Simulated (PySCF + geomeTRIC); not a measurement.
Species: [Zr(Cl)4] (charge 0, multiplicity 1).

Problem. Give a relaxed geometry from BP86-D3(BJ)/def2-SVP (PySCF + geomeTRIC).

Solution. the end point of this relaxation.
Z-matrix (Å, degrees):
```
Zr
Cl 1 2.3345
Cl 1 2.3348 2 109.48
Cl 1 2.3349 2 109.39 3 120.01
Cl 1 2.3349 2 109.45 4 120.05
```
